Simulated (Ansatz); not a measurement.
InSi20H32, a doped nanocrystal cut from the lattice of silicon (In on an inner site) was relaxed with PBE-D4 (def2-SVP) in Ansatz in these states: charge -1 singlet, neutral doublet. The geometries follow in no particular order.

In the def2 sets In takes a core potential; there is no spin–orbit coupling. Single mean-field runs in def2-SVP are fitted with def2-universal-jkfit.

A:

```xyz
53

Si    0.2900    3.1523    3.2196
Si   -2.2472    3.1218    0.1469
Si    0.2410    3.3357   -2.5398
Si   -2.1111   -0.0336    3.2078
In    0.9538    0.4207    0.3641
Si    0.5854   -2.5176    3.2606
Si   -1.8731   -2.6819    0.5429
Si   -2.0505    0.4796   -2.5356
Si    0.6911    0.4094   -5.1086
Si    0.7636   -2.3738   -2.4479
Si    1.0225   -5.0610    0.3153
Si   -0.9766    1.6036    4.4691
Si   -1.0620    4.3944    1.7385
Si    2.0282    2.0635    2.0572
Si   -0.7516    1.7874   -1.0790
Si    1.7142    2.2340   -4.0122
Si   -0.6071   -1.1383    1.7800
Si    2.3220   -1.0817   -1.2519
Si    2.0870   -3.8821    2.0624
Si   -0.4610   -3.7729   -0.9967
Si   -0.6379   -0.9788   -3.7335
H     0.8092    4.1585    4.2328
H    -3.0150    4.0804   -0.7412
H    -3.2765    2.2850    0.8657
H     1.0258    4.3896   -1.7888
H    -0.7799    4.0727   -3.3819
H    -3.2230    0.6328    2.4355
H    -2.7755   -0.9903    4.1781
H     1.3841   -1.7020    4.2547
H    -0.3153   -3.4274    4.0707
H    -3.0125   -2.0124   -0.1860
H    -2.4870   -3.7563    1.4185
H    -2.7856    1.3197   -3.5614
H    -3.0985   -0.3126   -1.7922
H    -0.2067    1.0027   -6.1742
H     1.7422   -0.3975   -5.8391
H     1.4152   -3.3104   -3.4500
H     0.2195   -6.1654    0.9704
H     2.0618   -5.7438   -0.5466
H    -1.9528    2.3500    5.3534
H    -0.0307    0.8823    5.4039
H    -2.0165    5.2578    2.5361
H    -0.1638    5.3485    0.9818
H     2.8806    3.1601    1.4516
H     2.8942    1.4123    3.1160
H     2.2170    3.1812   -5.0830
H     2.9247    1.7607   -3.2503
H     3.2793   -2.0620   -0.6098
H     3.1398   -0.3513   -2.2945
H     3.1996   -3.0350    1.5021
H     2.7349   -4.9062    2.9719
H    -1.2543   -4.7617   -1.8279
H    -1.4551   -1.8406   -4.6754
```

B:

Cartesian coordinates in Å:
```
Si -3.5479 1.6062 -1.5764
Si 0.0286 2.2763 -3.2617
Si 1.2264 4.0015 -0.1522
Si -2.0016 -1.7740 -3.0222
In -0.5270 0.2590 0.0698
Si -2.4867 -3.3234 0.3566
Si 1.1019 -3.1466 -0.9790
Si 3.1419 0.8966 -1.2385
Si 4.0858 2.4816 2.0618
Si 2.1886 -0.9291 2.1965
Si 0.5728 -4.4589 2.5239
Si -3.9257 -0.4609 -2.6546
Si -2.1609 3.0458 -2.8369
Si -2.8593 1.3542 0.6808
Si 1.0202 1.8930 -1.1694
Si 2.2268 3.9303 1.9813
Si -0.9786 -2.0648 -0.9316
Si 0.1285 0.1663 2.6241
Si -1.6877 -3.7906 2.5231
Si 1.9577 -3.0677 1.2175
Si 3.7206 0.4097 0.9957
H -4.8973 2.2991 -1.5059
H 0.7548 3.3289 -4.0647
H -0.0311 1.0122 -4.0793
H -0.1339 4.6455 -0.0335
H 2.0728 4.8880 -1.0354
H -1.0880 -1.0671 -3.9893
H -2.4233 -3.0863 -3.6382
H -3.7924 -2.5734 0.4692
H -2.7754 -4.6327 -0.3379
H 2.0265 -2.4530 -1.9456
H 1.0009 -4.6001 -1.3772
H 4.1998 1.8198 -1.7953
H 3.1151 -0.3562 -2.0748
H 5.2231 3.1571 1.3328
H 4.5113 2.2731 3.4944
H 2.8263 -1.1736 3.5525
H 0.6449 -5.8459 1.9310
H 1.0858 -4.5311 3.9412
H -4.6044 -0.1337 -3.9634
H -4.9020 -1.2476 -1.8159
H -2.8975 3.2951 -4.1318
H -2.0753 4.3598 -2.0997
H -2.7610 2.6806 1.3886
H -3.7767 0.4376 1.4470
H 2.6873 5.3171 2.3622
H 1.2048 3.4996 3.0001
H -0.7724 -0.6579 3.5025
H 0.3423 1.5140 3.2566
H -1.8484 -2.5665 3.3852
H -2.5157 -4.8910 3.1420
H 3.3503 -3.6589 1.2420
H 5.0246 -0.3571 1.0321
```

Problem. Judge from the bond lengths which geometry belongs to which state (an estimate).

Solution. A is the charge -1 singlet (In5–Si14 2.592 Å, In5–Si17 2.621 Å, In5–Si15 2.619 Å); B is the neutral doublet (In5–Si14 2.648 Å, In5–Si17 2.570 Å, In5–Si15 2.569 Å).
